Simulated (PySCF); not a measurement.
Peak assignment

Geometry:
| atom | x (Å) | y (Å) | z (Å) |
| --- | --- | --- | --- |
| C1 | -3.314 | 0.269 | -0.083 |
| O2 | -1.930 | 0.512 | -0.279 |
| C3 | -1.100 | -0.332 | 0.352 |
| O4 | -1.491 | -1.242 | 1.042 |
| C5 | 0.338 | -0.028 | 0.110 |
| C6 | 1.261 | -0.865 | 0.735 |
| C7 | 2.628 | -0.701 | 0.602 |
| C8 | 3.200 | 0.299 | -0.157 |
| P9 | 2.333 | 1.502 | -1.061 |
| C10 | 0.705 | 1.037 | -0.697 |
| H11 | -3.577 | -0.730 | -0.437 |
| H12 | -3.841 | 1.029 | -0.654 |
| H13 | -3.564 | 0.341 | 0.978 |
| H14 | 0.870 | -1.667 | 1.344 |
| H15 | 3.279 | -1.394 | 1.119 |
| H16 | 4.281 | 0.351 | -0.204 |
| H17 | -0.084 | 1.631 | -1.140 |

No relativistic terms, equivalent nuclei averaged, in vacuum, one computed conformer. Geometry from GFN2-xTB; GIAO PBE0/pcSseg-1 shieldings; PySCF 2.14.

Scale: ¹³C and ¹H vs TMS (reference shieldings calculated alike).

Problem. Assign these signals to the numbered atoms. ¹³C{¹H} NMR (computed): δ 173.2 (C), 170.6 (CH), 166.9 (CH), 139.3 (CH), 137.7 (CH), 137.6 (C), 54.7 (CH3).

Solution. 
173.2 → C3, ester carbonyl carbon: lone-pair donation from the attached heteroatom keeps it upfield of a ketone carbonyl
170.6 → C8, aromatic CH
166.9 → C10, aromatic CH
139.3 → C7, aromatic CH: the aromatic region
137.7 → C6, aromatic CH
137.6 → C5, substituted aromatic carbon
54.7 → C1, methyl carbon bonded to O: the inductive effect lowers its shielding

C7 and C6; C6 and C5 lie closer than the usual error of such a calculation, so a measured spectrum could show them in the other order.

Problem. Assign these signals to the numbered atoms. ¹H NMR (300 MHz, computed): δ 10.18 (m, 1H), 9.43 (m, 1H), 8.83 (m, 1H), 8.39 (m, 1H), 4.20 (s, 3H).

Solution. 
| δ (ppm) | atoms | environment | reason |
| --- | --- | --- | --- |
| 10.18 | H17 | hydrogen on an aromatic CH | ring current plus the deshielding of an ortho carbonyl group |
| 9.43 | H16 | hydrogen on an aromatic CH | – |
| 8.83 | H14 | hydrogen on an aromatic CH | – |
| 8.39 | H15 | hydrogen on an aromatic CH | – |
| 4.20 | H11/H12/H13 | hydrogen on a methyl carbon bonded to O | its carbon carries O, an electronegative neighbour |

Splittings by ³¹P in the carbon and heteronuclear signals aren't shown, as no couplings were computed. Shifts are as computed. Against solution values, carbons near 30 ppm lie about +3 ppm off and those near 130 ppm about +5 ppm. Of 1211 compounds with measured shifts, 218 miss one by over three times the rms of a fit or turn the order of signals round; such compounds aren't used in these exercises. No couplings were computed; multiplicities are counted from neighbouring protons, with m where these are inequivalent, close in shift, in a saturated or five-membered ring or joined by F or P, and br s for small geminal =CH2 splittings.
